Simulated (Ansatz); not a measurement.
C4H10Si can be A, `C/C=C/[SiH2]C`, or B, `C=CCC[SiH3]`.

Computed with Ansatz on PBE0-D4/def2-TZVP structures; ΔE is electronic, products minus reactants. CBS: MP2 limit from def2 TZ/QZ plus the TZ coupled-cluster correction, frozen cores. DFT in def2-TZVPP. B3LYP here is the variant with VWN-RPA as its local correlation; programs differ in this. Each species was taken in one conformer, which may not be the lowest.

(1) Which isomer does CCSD(T)/CBS put lower? Give the gap. (Estimate.)

(2) Give E(B) − E(A) in kcal/mol with HF/def2-TZVPP, CCSD(T)/def2-TZVPP, ωB97M-V, B3LYP, PBE-D4, PBE0-D4, MP2/def2-TZVPP. (An estimate is asked.)

Largest T1 diagnostic: 0.011.

Results:

(1) Ansatz gave: A, by 13.2 kcal/mol.

(2) Ansatz gave: HF/def2-TZVPP 13.8, CCSD(T)/def2-TZVPP 12.9, ωB97M-V 13.5, B3LYP 14.8, PBE-D4 13.9, PBE0-D4 13.7, MP2/def2-TZVPP 13.4. None reverses the order clearly.

The D4 term adds −1.1 kcal/mol with B3LYP and −0.6 kcal/mol with PBE0; it sums over pairs of atoms, weighted by their polarisabilities, and B3LYP, whose exchange is more repulsive, gets the larger term.
